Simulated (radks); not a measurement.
Question: All-electron atom: Te XXXVI in [Ne] 3s2 3p5. Calculated with a radial shooting solver on a logarithmic mesh with Libxc functionals: Dirac Kohn-Sham, relativistic LDA (MacDonald-Vosko exchange, VWN5 correlation), spin-unpolarised, spherical densities, finite nucleus; open shells fill j = l - 1/2 first; Fermi nuclear charge, rms radius 4.7423 fm. Some entries of the table are withheld. Estimate them.

orbital,occ.,eigenvalue (eV),r(max) (bohr),<r^2> (bohr^2)
1s1/2,2,-33344.56,0.01801,0.001056
2s1/2,2,-6694.091,0.1014,0.01658
2p1/2,2,-6415.084,0.07775,(1)
2p3/2,4,-6138.021,0.08236,(2)
3s1/2,2,-2519.509,0.2762,0.09759
3p1/2,2,-2416.907,(3),(4)
3p3/2,3,-2350.107,(5),(6)

Answer: 
(1) 2p1/2 <r^2> (bohr^2): 0.01224
(2) 2p3/2 <r^2> (bohr^2): 0.01345
(3) 3p1/2 r(max) (bohr): 0.2602
(4) 3p1/2 <r^2> (bohr^2): 0.08978
(5) 3p3/2 r(max) (bohr): 0.2687
(6) 3p3/2 <r^2> (bohr^2): 0.09507
